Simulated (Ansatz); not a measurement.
A nudged elastic band was laid between two geometries of a periodic cell of 19 atoms, Be18Al (surface Be(0001), adsorbate Al).

Computed with DFT PBEsol, scalar-relativistic, plane waves, PAW (Ansatz 0.2.0). Settings: cutoff 420 eV, k mesh 4x3x1, gaussian smearing 0.15 eV, no spin polarisation.

| Property | Result |
| --- | --- |
| movable images | 3 |
| climbing image | yes |
| spring | 5.0 eV/Å² |
| optimiser | quadratic models (default) |
| start path | IDPP |
| force threshold | 0.05 eV/Å |
| iteration limit | 80 |
| end points | relaxed |
| atoms held | 1 to 6 |

Initial state:

```xyz
19
Lattice="4.5800 0.0000 0.0000 3.4350 5.9496 0.0000 0.0000 0.0000 14.5884" Properties=species:S:1:pos:R:3
Be 0.000 0.000 1.000
Be 2.290 0.000 1.000
Be 1.145 1.983 1.000
Be 3.435 1.983 1.000
Be 2.290 3.966 1.000
Be 4.580 3.966 1.000
Be -0.003 1.358 2.832
Be 2.293 1.318 2.855
Be 1.157 3.301 2.805
Be 3.424 3.303 2.789
Be 2.279 5.277 2.817
Be 4.598 5.308 2.813
Be -0.018 0.026 4.574
Be 2.275 -0.017 4.704
Be 1.136 1.972 4.670
Be 3.419 2.000 4.695
Be 2.265 3.945 4.575
Be 4.579 3.940 4.564
Al 3.467 4.643 6.640
```

Final state:

Only the atoms that move by more than 0.05 Å are listed.
```
Be7 -0.011 1.311 2.817
Be8 2.308 1.341 2.813
Be9 1.142 3.341 2.832
Be10 3.438 3.301 2.855
Be14 2.289 -0.026 4.564
Be15 1.127 2.009 4.574
Be17 2.281 3.955 4.670
Be18 4.564 3.983 4.695
Al19 4.612 6.626 6.640
```

Task: What changes between the two ends?

Result: Contacts lost: Be17–Al19, Be18–Al19. Contacts made: Be14–Al19, Be15–Al19. The atom that moves furthest is Al19, by 2.29 Å.

Task: Give the energies along the band, and the barrier.

Result: It converged. The highest image is number 2 of 0 to 4, 0.025 eV above the ends, which have the same energy within 2 meV. By the program's own check the climbing image is of a kind that is not told: the force calls were inconclusive, a negative curvature could not be distinguished from the path's own, the only one lies far off the path, or fixed occupations may fill a level only in part (lowest curvatures found: -0.07 and 0.12 eV/Å²). Limits of this set-up: coarse k mesh, thin slab, slab without dipole correction.

```tsv
image	path coordinate (Å)	energy (eV)	Be17–Al19 (Å)	Be18–Al19 (Å)	Be14–Al19 (Å)
0	0.00	0.000	2.49	2.46	3.23
1	0.70	0.012	2.82	2.43	2.73
2	1.40	0.025	3.32	2.60	2.48
3	1.93	0.015	3.66	2.91	2.45
4	2.46	0.000	3.98	3.28	2.46
```

Task: What is the geometry of the highest image?

Result: 
```xyz
19
Lattice="4.5800 0.0000 0.0000 3.4350 5.9496 0.0000 0.0000 0.0000 14.5884" Properties=species:S:1:pos:R:3:forces:R:3
Be 0.000 0.000 1.000 -0.10 0.05 0.00
Be 2.290 0.000 1.000 0.09 -0.02 -0.02
Be 1.145 1.983 1.000 0.02 0.07 -0.02
Be 3.435 1.983 1.000 -0.01 0.00 0.04
Be 2.290 3.966 1.000 -0.03 -0.03 0.03
Be 4.580 3.966 1.000 0.04 -0.07 -0.02
Be -0.004 1.356 2.813 0.00 -0.02 0.00
Be 2.302 1.327 2.819 -0.01 0.02 0.00
Be 1.162 3.310 2.849 -0.01 0.00 0.00
Be 3.424 3.315 2.829 0.01 -0.01 0.00
Be 2.277 5.267 2.802 0.01 0.01 0.00
Be 4.585 5.298 2.804 -0.01 -0.01 0.00
Be -0.042 0.012 4.527 0.01 0.01 0.00
Be 2.297 -0.002 4.583 -0.02 -0.01 0.01
Be 1.135 1.947 4.685 0.00 0.01 0.00
Be 3.419 1.991 4.668 0.00 -0.01 0.00
Be 2.289 3.980 4.695 0.01 0.00 0.00
Be 4.566 3.969 4.645 0.00 -0.01 -0.01
Al 4.418 5.608 6.661 0.01 0.00 0.01
```

Run time: 6.3 min on 1 thread of Arm Neoverse V2, on a shared host, peak memory 0.66 GiB.
